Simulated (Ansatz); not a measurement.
## How basis sets differ on BSiH4ClO2 (SMILES OB(Cl)O[SiH3])

BSiH4ClO2: 9 atoms, total charge 0, spin state singlet. SMILES: `OB(Cl)O[SiH3]`. The coordinates come from a PBE0-D4/def2-TZVP relaxation. This is one conformer, not always the lowest.

Each level gives the HOMO–LUMO gap (eV). The values are calculated.

```tsv
level	kind	program	value (eV)	CPU time
HF/STO-3G	Hartree–Fock	Ansatz	18.99	1.1 s
HF/3-21G	Hartree–Fock	Ansatz	16.54	1.8 s
HF/def2-SVP	Hartree–Fock	Ansatz	16.49	5.4 s
HF/cc-pVTZ	Hartree–Fock	Ansatz	15.94	41 s
```

The values span 15.94 to 18.99 eV. A Hartree–Fock LUMO above zero doesn't converge with the basis: it sinks as sets grow more diffuse. Orbital gaps aren't excitation energies. Times are those of the runs behind each value, whatever else they computed, on shared processors of several kinds: orders of magnitude only.
